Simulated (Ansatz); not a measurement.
Internal rotation in C5H8GeO, SMILES [GeH3][CH2]c1ccco1. Scanned: dihedral Ge1–C2–C3–O7; all other coordinates were relaxed at B3LYP-D3(BJ)/def2-SVP. Points at φ and −φ are mirror images.

Geometry of the scan point at 105° (Å):
```
15

Ge    -2.3898     0.0284     0.5961
C     -1.0620    -0.6108    -0.7392
C      0.3253    -0.2033    -0.3965
C      1.0010     0.9898    -0.4390
C      2.3215     0.7303     0.0616
C      2.3518    -0.5975     0.3752
O      1.1482    -1.1698     0.1010
H     -3.8092    -0.4420     0.2052
H     -2.3552     1.5701     0.6321
H     -2.0276    -0.5236     1.9892
H     -1.1202    -1.7072    -0.7952
H     -1.3595    -0.2073    -1.7193
H      0.6017     1.9405    -0.7856
H      3.1375     1.4413     0.1709
H      3.1152    -1.2568     0.7785
```

Level of theory: CCSD(T) on RHF/cc-pVDZ, cores with 3d frozen // B3LYP-D3(BJ)/def2-SVP (Ansatz, a quantum-chemistry and plane-wave program).

Scanned values (°): -165, -135, -105, -75, -45, -15, 15, 45, 75, 105, 135, 165.

Task: Describe the profile: where are the wells and the tops?

Result: Lower than their neighbours: -45° (0.0 mEh), 45° (0.0 mEh). Higher than their neighbours: . The whole profile spans 1.4 mEh.
